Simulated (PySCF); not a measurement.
C₈H₉FO.
Numbering: `[CH2:1]=[CH:2][C@@H:3]1[CH2:4][C@@:5]1([CH:6]=[CH2:7])[C:8](=[O:9])[F:10]`

Cartesian coordinates in Å at the GFN2-xTB level; atoms count from 1:
```
atom  x, y, z in Å
C1     2.3244    1.2331    1.1659
C2     1.3447    0.9294    0.3294
C3     0.8840   -0.4435    0.0979
C4     0.3284   -0.8689   -1.2161
C5    -0.6381   -0.7178   -0.0643
C6    -1.6196    0.3898    0.0197
C7    -1.7903    1.3626   -0.8585
C8    -1.1021   -1.9326    0.6156
O9    -2.0757   -2.1108    1.2644
F10   -0.2270   -2.9812    0.4509
H11    2.6533    2.2472    1.3097
H12    2.8419    0.4770    1.7331
H13    0.8385    1.7038   -0.2292
H14    1.4203   -1.1915    0.6707
H15    0.5399   -1.8685   -1.5642
H16    0.2603   -0.1342   -2.0024
H17   -2.2442    0.3417    0.9019
H18   -1.2135    1.4506   -1.7643
H19   -2.5349    2.1230   -0.7028
```

NICS is the negative of the GIAO shielding at a point without a nucleus: at the ring centre (0) and 1 Å above and below it (1); zz is the component along the ring normal. Level: GIAO PBE0/pcSseg-1 (PySCF, non-relativistic, gas phase) on the GFN2-xTB geometry, one conformer.

Ring bond lengths (Å), with Mayer bond orders in brackets: C3–C4 1.489 (0.93), C4–C5 1.511 (0.90), C5–C3 1.555 (0.81).

Q: What do the NICS probes read (ppm)?

A: 
```tsv
ring	type	NICS(0)	NICS(1), two faces	NICS(1)zz, two faces	rms pucker (Å)	centre to ring atoms, mean (Å)
C3–C4–C5	3-membered carbocycle; formal bonds all single	-41.7	-7.5 / -7.7	-20.5 / -26.6	0.00	0.88
```

Q: What do they say, and how far can they be read as aromaticity?

A: 
- C3–C4–C5: mean NICS(1)zz -23.5 ppm, shielded. C3, C4, C5 have four or more neighbours; no verdict on aromaticity is drawn. The two faces differ by 6.1 ppm, so no symmetry operation interchanges them. NICS(0) lies 34 ppm below the mean NICS(1).

Q: What are the shieldings of the ring atoms and their hydrogens in the same run (means over atoms taken as equivalent)?

A: 
```tsv
atoms	environment	σ isotropic (ppm)
C3	allylic carbon	144.4
C4	three-membered-ring carbon	165.5
C5	sp3 carbon next to a carbonyl	152.9
H14	methine hydrogen	29.26
H15	methylene hydrogen	29.75
H16	methylene hydrogen	30.29
```
